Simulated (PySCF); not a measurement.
A structure optimised at r2SCAN-D4/def2-SVP, used in a PySCF frequency run:

```xyz
4

Se     0.4866    -0.2741     0.7358
Cl     0.4780    -2.1061    -0.5366
Se    -0.6661     1.2990    -0.4678
H     -2.0258     0.9582     0.0100
```
Charge 0, spin multiplicity 1.

Write its SMILES and formula.

Cl[Se][SeH], ClHSe₂

What are its rotational constants (standard atomic weights)?

6.1493, 1.4307, 1.1722 GHz
